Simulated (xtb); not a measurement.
B(Cl)(Me)(Et) (C3H8BCl), SMILES CCB(C)Cl. All values are semi-empirical tight-binding results from xtb (GFN2-xTB unless named), good for trends rather than for accurate numbers. Geometry: GFN2-xTB. Other conformers were not sampled.

### Question
Estimate the properties. (An estimate is asked for; the answer gives what the named calculation found.)

### Answer

| Item | Value |
|---|---|
| orbital gap | 4.31 eV |
| dipole moment | 1.80 D |
| zero-point energy | 66.4 kcal/mol |
| G − E(el) at 298.15 K (modified RRHO) | 46.5 kcal/mol |
| static polarisability (D4 model) | 62.9 bohr³ |
| solvation energy, GFN2-xTB/ALPB(water) | -1.5 kcal/mol |
| solvation energy, GFN2-xTB/ALPB(dmf) | -5.3 kcal/mol |
